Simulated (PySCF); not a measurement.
C6H7F3OSe.
Z-matrix (Å and degrees, PBE0-D3(BJ)/def2-SVP geometry), rows numbered from 1:
```
C 
C   1  1.4914
C   2  1.3388  1  124.68
O   3  1.3861  2  119.81  1    -4.38
C   4  1.3447  3  119.41  2   131.30
F   5  1.3185  4  107.90  3  -165.83
F   5  1.3362  4  112.30  3    75.17
F   5  1.3316  4  112.19  3   -45.63
C   3  1.4949  2  121.44  1  -179.34
Se  9  1.9552  3  104.87  2    -0.17
C   2  1.4961  1  119.12  3  -179.20
H   1  1.1024  2  110.61  3  -122.58
H   1  1.0974  2  111.34  3    -1.62
H   1  1.1026  2  110.76  3   119.15
H   9  1.1005  3  112.16  2  -119.08
H   9  1.1014  3  111.16  2   119.80
H  11  1.1022  2  111.26  1   -60.54
H  11  1.1021  2  111.37  1    59.60
```

Computed with PySCF, PBE0-D3(BJ)/def2-SVP geometry optimisation, gas phase.

Masses are those of the commonest isotopes; rigid-rotor values at the optimised geometry. The values belong to one conformer with, in the numbering `[CH3:1][C:2]1=[C:3]([O:4][C:5]([F:6])([F:7])[F:8])[CH2:9][Se:10][CH2:11]1`, C2–C3–O4–C5 131°.

(1) What are A, B and C (MHz)?

(2) What kind of rotor is it?

(3) Is it planar, by Δ = Ic − Ia − Ib?

(4) Give the other two planar moments, Paa and Pbb, and the rms extents of the mass along the axes.

(5) Give the coordinates in the principal-axis frame, origin at the centre of mass.

(6) Predict some low-J microwave lines.

(7) Estimate the classical rotational partition function at 50 K, 298.15 K and 500 K.

Answers

(1) Ia = 338.18, Ib = 1120.56, Ic = 1354.42 u·Å²; 505379 MHz·u·Å²/I gives A = 1494, B = 451.0, C = 373.1 MHz.

(2) An asymmetric top; Ray's κ = -0.861.

(3) Not planar: Δ = Ic − Ia − Ib = -104.31 u·Å². For a rigid frame Δ = −2 Σ m c², so Σ m c² = 52.16 u·Å² lies off the ab plane: 5.19 from hydrogen and 46.97 from heavier atoms. The atom farthest from that plane is 1.34 Å away.

(4) Paa = Σ m a² = (Ib + Ic − Ia)/2 = 1068.40 and Pbb = Σ m b² = (Ia + Ic − Ib)/2 = 286.02 u·Å². With the mass M = 231.96 u, the rms extents √(P/M) along a, b and c are 2.15, 1.11, 0.47 Å.

(5) The sense of each axis is arbitrary; atoms in the order of the calculation.
| atom | mass (u) | a (Å) | b (Å) | c (Å) |
| --- | --- | --- | --- | --- |
| C1 | 12.000 | 0.146 | 2.896 | -0.044 |
| C2 | 12.000 | -0.438 | 1.524 | -0.070 |
| C3 | 12.000 | 0.258 | 0.404 | -0.298 |
| O4 | 15.995 | 1.604 | 0.483 | -0.623 |
| C5 | 12.000 | 2.487 | -0.295 | 0.028 |
| F6 | 18.998 | 3.696 | 0.167 | -0.224 |
| F7 | 18.998 | 2.437 | -1.567 | -0.377 |
| F8 | 18.998 | 2.285 | -0.293 | 1.344 |
| C9 | 12.000 | -0.405 | -0.936 | -0.322 |
| Se10 | 79.917 | -2.291 | -0.568 | 0.036 |
| C11 | 12.000 | -1.907 | 1.353 | 0.156 |
| H12 | 1.008 | -0.053 | 3.384 | 0.924 |
| H13 | 1.008 | 1.230 | 2.871 | -0.209 |
| H14 | 1.008 | -0.311 | 3.530 | -0.822 |
| H15 | 1.008 | -0.006 | -1.610 | 0.451 |
| H16 | 1.008 | -0.278 | -1.425 | -1.300 |
| H17 | 1.008 | -2.205 | 1.730 | 1.148 |
| H18 | 1.008 | -2.495 | 1.899 | -0.600 |

(6) The dipole components are |μa| = 0.77 D, |μb| = 1.54 D, |μc| = 0.03 D. The squared components, which scale the intensities, stand as 0.25 : 1.00 : 0.00 (a : b : c). Some lines, for components of 0.1 D or more:

```tsv
type	branch	J(Ka,Kc)	MHz	lower level (cm⁻¹)
a	Q	3(1,2) ← 3(1,3)	467	0.193
b	Q	2(1,1) ← 2(0,2)	1203	0.082
b	Q	3(1,2) ← 3(0,3)	1334	0.164
b	R	3(0,3) ← 2(1,2)	1486	0.115
a	R	2(1,2) ← 1(1,1)	1570	0.062
a	R	2(0,2) ← 1(0,1)	1644	0.027
a	R	3(1,3) ← 2(1,2)	2353	0.115
a	R	3(2,1) ← 2(2,0)	2489	0.227
a	R	3(1,2) ← 2(1,1)	2587	0.122
b	Q	3(2,1) ← 3(1,2)	3037	0.209
b	R	3(1,3) ← 2(0,2)	3323	0.082
b	Q	2(2,1) ← 2(1,2)	3364	0.115
b	Q	3(2,2) ← 3(1,3)	3483	0.193
b	R	2(2,0) ← 1(1,1)	4938	0.062
b	R	3(2,2) ← 2(1,1)	5603	0.122
b	R	3(3,1) ← 2(2,0)	7883	0.227
b	R	3(3,0) ← 2(2,1)	7887	0.227
```

(7) Point group C1, symmetry number σ = 1; q = (√π/σ)·√((kT/h)³/(ABC)), k/h = 20836.6 MHz/K: 119000 at 50 K, 1730000 at 298.15 K, 3760000 at 500 K.

Whether it is a minimum is left open (no frequencies). No vibrational averaging or centrifugal distortion is included, and the geometry carries the error of its method. A rigid rotor knows nothing of internal rotation, which can split or shift real lines.
